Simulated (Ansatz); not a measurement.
Cost and result for the atomization energy of `[OH][Ga]([F])[Br]` (5 atoms, 4 bonds).

Charge 0, multiplicity 1. Correlated methods include outer-core shells of Br, Ga, which these sets cover unevenly. Scalar relativity is left out up to krypton. The structure was optimised at the PBE0-D4/def2-TZVP level. It is one conformer, not always the lowest. Program: Ansatz. Hardware: A = 2 threads of an AMD EPYC 7R13 on a shared host; B = 2 threads of an AMD EPYC 7R13 on a shared host and a share of an NVIDIA H100 80 GB. Times are those of one run each, without the atoms' runs, and a repeat can differ threefold. Electronic energies, without spin–orbit coupling; frozen cores. CCSD(T)/CBS adds CCSD(T) − MP2 in def2-TZVPP to the MP2 limit, and its time is that of the two runs behind it. T1 = 0.012. With those shells the extrapolation isn't a true limit. B3LYP takes the VWN-RPA correlation (the form of Gaussian; ORCA's B3LYP/G).

CCSD(T)/CBS is a level of theory with its own doubt, some kJ/mol a heavy atom from the limit and from the frozen cores, so smaller differences don't rank the functionals.

| level | functions | wall time | atomization (kcal/mol) | difference from CCSD(T)/CBS | per bond |
| --- | --- | --- | --- | --- | --- |
| PBE-D4/def2-TZVPP (with forces) [A] | 172 | 2.1 s | 396.1 | 1.8 | 0.4 |
| PBE0-D4/def2-TZVPP [A] | 172 | 2.9 s | 382.9 | -11.4 | -2.8 |
| B3LYP-D4/def2-TZVPP (with forces) [A] | 172 | 3.8 s | 379.4 | -14.9 | -3.7 |
| r2SCAN-D4/def2-TZVPP (with forces) [A] | 172 | 4 s | 392.6 | -1.7 | -0.4 |
| B2PLYP/def2-TZVPP [A] | 172 | 4.4 s | 383.5 | -10.8 | -2.7 |
| ωB97X-V/def2-TZVPP [A] | 172 | 7 s | 389.7 | -4.6 | -1.2 |
| ωB97M-V/def2-TZVPP (with forces) [A] | 172 | 9.5 s | 385.4 | -8.9 | -2.2 |
| CCSD(T)/def2-TZVPP [B] | 172 | 10 s | 383.5 | -10.8 | -2.7 |
| CCSD(T)/def2-QZVPP [B] | 322 | 14 s | 391.7 | -2.6 | -0.7 |
| CCSD(T)/CBS(def2) | – | 24 s | 394.3 | 0.0 | 0.0 |

From PBE to PBE0 (25 % exact exchange), in def2-TZVPP and without D4, the atomization energy moves by −12.7 kcal/mol: exact exchange takes away binding that semilocal exchange gives to molecules. In def2-TZVPP, CCSD(T) changes the Hartree–Fock value by +118.2 kcal/mol (the triples alone add +8.9 kcal/mol) and MP2 by +139.2 kcal/mol; breaking electron pairs costs correlation energy, which Hartree–Fock lacks. The D4 term adds +4.1 kcal/mol with B3LYP and +2.1 kcal/mol with PBE0; it sums over pairs of atoms, weighted by their polarisabilities, and B3LYP, whose exchange is more repulsive, gets the larger term.
